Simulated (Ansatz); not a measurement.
Consider the ligand exchange at a Ge–C bond: `C=[C]([SiH3])[GeH3]` + `[CH3][Al]([OH])[F]` → `[CH3][Al]([F])[O][GeH3]` + `C=C[SiH3]`.

Program: Ansatz. Geometries: PBE0-D4/def2-TZVP. ΔE: electronic, gas phase. CCSD(T)/CBS adds triple-zeta CCSD(T) − MP2 to the extrapolated MP2 energy (def2 sets, frozen cores). DFT in def2-TZVPP. For Ge outer-core shells are correlated without core-valence functions, which leaves a few kJ/mol of doubt a bond. Scalar relativity is left out up to krypton. Each species was taken in one conformer, which may not be the lowest.

`C=[C]([SiH3])[GeH3]`:

Cartesian coordinates in Å:
```
C 1.129 1.218 -0.063
C 0.203 0.259 -0.005
Si -1.548 0.673 0.473
Ge 0.711 -1.575 -0.426
H 2.165 1.020 -0.337
H 0.898 2.258 0.163
H -1.945 -0.082 1.692
H -2.487 0.287 -0.617
H -1.665 2.133 0.734
H 2.207 -1.599 -0.782
H -0.116 -2.099 -1.613
H 0.447 -2.493 0.781
```

`[CH3][Al]([OH])[F]`:

```xyz
8

C    -0.711   -1.055    0.060
Al    0.595    0.357   -0.089
O     0.145    1.971    0.123
F     2.179    0.026   -0.427
H    -1.493   -0.940   -0.696
H    -1.207   -1.023    1.034
H    -0.261   -2.042   -0.063
H     0.753    2.706    0.057
```

`[CH3][Al]([F])[O][GeH3]`:

```xyz
11

C    -1.287    1.987   -0.652
Al   -0.014    0.536   -0.725
F     0.942    0.366   -2.064
O     0.171   -0.574    0.517
Ge    1.033   -2.003    1.094
H    -1.857    1.978    0.278
H    -0.780    2.952   -0.735
H    -1.991    1.928   -1.487
H     0.672   -3.195    0.190
H     0.566   -2.250    2.536
H     2.546   -1.726    1.048
```

`C=C[SiH3]`:

```xyz
9

C    -1.006   -0.960   -0.672
C     0.224   -0.482   -0.501
Si    0.624    0.888    0.691
H    -1.853   -0.569   -0.116
H    -1.223   -1.761   -1.373
H     1.030   -0.917   -1.090
H     1.607    0.432    1.711
H    -0.627    1.318    1.371
H     1.223    2.051   -0.020
```

| species | r2SCAN-D4 energy (Eh) |
| --- | --- |
| `C=[C]([SiH3])[GeH3]` | -2447.43141 |
| `[CH3][Al]([OH])[F]` | -458.13764 |
| `[CH3][Al]([F])[O][GeH3]` | -2536.34654 |
| `C=C[SiH3]` | -369.23902 |

(1) Work out ΔE.

Largest T1 diagnostic among the species: 0.012.

Results:

(1) ΔE = (-2536.34654) + (-369.23902) − (-2447.43141) − (-458.13764) = -0.01651 Eh = -10.4 kcal/mol. CCSD(T)/CBS gives -9.3 kcal/mol.

From PBE to PBE0 (25 % exact exchange), in def2-TZVPP and without D4, ΔE moves by −0.7 kcal/mol. In def2-TZVPP, CCSD(T) changes the Hartree–Fock value by +6.4 kcal/mol (the triples alone add +0.8 kcal/mol) and MP2 by +7.3 kcal/mol. The D4 term adds +1.5 kcal/mol with B3LYP and +0.8 kcal/mol with PBE0; it sums over pairs of atoms, weighted by their polarisabilities, and B3LYP, whose exchange is more repulsive, gets the larger term.

B3LYP here is the variant with VWN-RPA as its local correlation; programs differ in this.
